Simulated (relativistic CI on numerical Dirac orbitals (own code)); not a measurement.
# Electric-dipole lines of Pb²⁺

These numbers are calculated, not measured: Dirac-Coulomb-Breit CI, orbitals from a KLI potential per configuration, model QED (radiative potential, 1s self-energy scaled to tabulated hydrogen-like ionisation energies), valence Slater integrals scaled by 0.85, configuration energies shifted to the measured levels that pair with them (semi-empirical) (own radial code, finite nucleus).

CI space (outside the closed core [Xe] 4f14): 5d10 6s2, 5d10 6s 6p, 5d10 6p2, 5d10 6s 7s, 5d9 6s2 6p, 5d10 6s 6d, 5d10 6s 7p, 5d10 6s 5f, 5d10 6s 8s, 5d10 6s 7d, 5d10 6s 8p, 5d10 6s 6f, 5d10 6s 5g, 5d10 6s 9s, 5d10 6s 8d, 5d10 6p 7s, 5d10 6p 6d, 5d10 6s 9d, 5d10 6d2, 5d8 6s2 6p2, 5d10 5f2, 5d9 6s2 5f, 5d9 6s 6p2, 5d10 5f 6p, 5d9 6s2 7p, 5d9 6s2 7s, 5d9 6s 6p 6d, 5d8 6s2 6d2, 5d10 5f 6d, 5d9 6s2 6d. Levels of other configurations are missing.

```
λ vac (nm)                  Lower                  Upper   A (s⁻¹)        gf  Branching (%)
    53.669      5d10 6s2 1S_0 [1]  5d9 6s2 6p 1P°_1 [27]  1.06e+10  1.37e+00           98.7
    93.672   5d10 6s 6p 1P°_1 [5]   5d10 6s 7d 1D_2 [42]  1.49e+09  9.77e-01           77.9
    99.803   5d10 6s 6p 3P°_1 [3]     5d10 6p2 3P_2 [16]  1.10e+09  8.24e-01           27.5
    102.61   5d10 6s 6p 3P°_0 [2]   5d10 6s 6d 3D_1 [13]  1.42e+09  6.73e-01           42.3
    102.73      5d10 6s2 1S_0 [1]   5d10 6s 6p 1P°_1 [5]  4.30e+09  2.04e+00          100.0
    104.05    5d10 6s 7s 3S_1 [7]  5d10 6p 7s 3P°_2 [87]  2.77e+09  2.25e+00           50.5
    105.26   5d10 6s 6p 3P°_0 [2]     5d10 6p2 3P_1 [11]  1.90e+09  9.44e-01           50.5
    106.91   5d10 6s 6p 3P°_1 [3]   5d10 6s 6d 3D_2 [14]  2.83e+09  2.42e+00           85.6
    107.28   5d10 6s 6p 3P°_1 [3]   5d10 6s 6d 3D_1 [13]  1.68e+09  8.69e-01           49.9
    109.29   5d10 6s 6p 1P°_1 [5]     5d10 6p2 1S_0 [28]  5.13e+09  9.18e-01           98.9
    110.23     5d10 6p2 3P_1 [11]  5d10 6p 7s 3P°_2 [87]  9.02e+08  8.21e-01           16.4
    117.13   5d10 6s 6p 3P°_1 [3]    5d10 6s 7s 3S_1 [7]  1.09e+09  6.74e-01           41.8
    123.02     5d10 6p2 3P_2 [16]  5d10 6p 7s 3P°_2 [87]  9.15e+08  1.04e+00           16.7
    125.39   5d10 6s 6p 3P°_1 [3]      5d10 6p2 3P_0 [6]  3.19e+09  7.53e-01           98.4
    148.71   5d10 6s 6p 1P°_1 [5]     5d10 6p2 3P_2 [16]  8.03e+08  1.33e+00           20.0
    176.19   5d10 6s 6p 1P°_1 [5]    5d10 6s 7s 1S_0 [9]  1.37e+09  6.36e-01           97.2
    328.09  5d10 6s 7p 3P°_0 [17]   5d10 6s 7d 3D_1 [39]  2.22e+08  1.07e+00           16.1
    329.59  5d10 6s 7p 3P°_1 [18]   5d10 6s 7d 3D_2 [40]  2.61e+08  2.13e+00           19.6
    382.98  5d10 6s 7p 3P°_2 [22]   5d10 6s 7d 3D_3 [41]  2.86e+08  4.40e+00           25.0
    383.20    5d10 6s 7s 3S_1 [7]  5d10 6s 7p 3P°_2 [22]  2.16e+08  2.38e+00           73.5
    458.12  5d10 6s 7p 3P°_2 [22]   5d10 6s 8s 3S_1 [36]  1.55e+08  1.47e+00           10.0
    465.30    5d10 6s 7s 3S_1 [7]  5d10 6s 7p 3P°_1 [18]  1.20e+08  1.17e+00           43.2
    585.73   5d10 6s 6d 3D_3 [15]  5d10 6s 7p 3P°_2 [22]  6.06e+07  1.56e+00           20.6
    691.03  5d10 6s 8p 3P°_1 [44]   5d10 6s 8d 3D_2 [60]  7.96e+07  2.85e+00           12.7
    768.18   5d10 6s 7d 3D_1 [39]  5d10 6s 6f 3F°_2 [47]  9.27e+07  4.10e+00           79.6
    775.07  5d10 6s 8p 1P°_1 [46]   5d10 6s 8d 1D_2 [62]  7.71e+07  3.47e+00           20.2
    776.44   5d10 6s 7d 3D_2 [40]  5d10 6s 6f 3F°_3 [48]  7.95e+07  5.03e+00           58.4
    794.51   5d10 6s 7d 3D_3 [41]  5d10 6s 6f 3F°_4 [49]  1.05e+08  8.98e+00           98.5
    1092.4   5d10 6s 8s 3S_1 [36]  5d10 6s 8p 3P°_1 [44]  3.11e+07  1.67e+00           43.2
    1431.0  5d10 6s 6f 3F°_4 [49]   5d10 6s 8d 3D_3 [61]  1.64e+07  3.53e+00            2.6
```

Terms are leading LS components. Brackets give the number of a level in order of energy, since labels repeat. The list gives strong lines, with weight on those to low levels, without configurations that were not tied to measured data, without lines whose two gauges differ by over a factor of 2.5, among the lowest 108 of 824 levels, so that lines to higher ones, which can be the strongest, are missing, and without lines across small gaps between configurations, and without 100 lines that miss the measured interval by over 3.5 %, start from a term whose rates miss tabulated ones by over 60 %, have gauges far apart or, lacking measured levels, span too small a gap for the errors found; lines with a level outside our table were not tested and can miss by more. Levels whose partners in the same complex of configurations lie outside the list can be far off, and so can their lines. Rates are taken at the computed energies, electric ones in the length gauge.

Configurations whose levels could be paired with our table of measured levels were shifted onto them, all but the ground configuration, by the median error of their levels; single terms can still be off by 1,000 to 2,000 cm⁻¹ or more, and rates follow the energies as ν³ (E1, M1) or ν⁵ (E2). The others borrow a shift and can be off by several thousand cm⁻¹ or more. The fine structure of a lone outer electron comes out too small, for d and f at times inverted, and misplaced configurations move strength between like terms. 52 of the 66 excited levels that our extract of the measured tables holds in this range could be paired (the sources list more); they are missed by 567 cm⁻¹ on average and 14122 at most, after the shifts were fitted to these levels, and levels without a partner can miss by more.

LS names give the leading component of a level, which can be under half, so a name can repeat, a term be missing and a line seem to break the LS rules.
